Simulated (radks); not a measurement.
The numbers below are computed, except where a source is named.
Neutral silicon inside a hard spherical wall (all orbitals vanish at R), configuration held at [Ne] 3s2 3p2 and not refilled when levels cross. Level of theory: scalar-relativistic Kohn-Sham, PBE, spin-polarised, spherical densities, finite nucleus; open shells are filled with parallel spins first; Fermi nuclear charge, rms radius 3.1224 fm (a radial shooting solver on a logarithmic mesh with Libxc functionals). Eigenvalues in eV for spin up, with the zero of energy where the potential of the charges vanishes at infinity; a dash marks a level that is unbound or too diffuse for the functional's potential to be trusted. A positive occupied level is held by the wall or, in an anion where self-interaction has pushed it up, behind a barrier. The pressure on the wall is -dE/dV.

R (bohr)  E (hartree)  kinetic (hartree)    e(2s)    e(2p)    e(3s)   e(3p)  e(4s, empty)  e(4p, empty)  pressure (GPa)
free       -289.86592            290.587  -139.31  -95.394  -11.374  -4.621             -             -               0
15         -289.86592            290.587  -139.31  -95.394  -11.374  -4.621        -0.423         0.523        < 0.0001
12         -289.86589            290.588  -139.31  -95.390  -11.371  -4.618        -0.204         1.038        0.000483
8          -289.86336            290.608  -139.11  -95.193  -11.236  -4.471         1.640         4.107           0.107
7          -289.85780            290.644  -138.82  -94.900  -11.046  -4.248         3.240         6.385           0.452
6          -289.83943            290.749  -138.11  -94.190  -10.596  -3.691         6.360        10.463            2.07
5          -289.77501            291.065  -136.38  -92.451   -9.469  -2.247        12.987        18.407            10.8
4          -289.53049            292.049  -132.17  -88.227   -6.357   1.723        28.639        35.757            66.3
1.5        -270.06808            338.683  -65.580  -19.178   149.39  159.75        489.56        466.20           47100
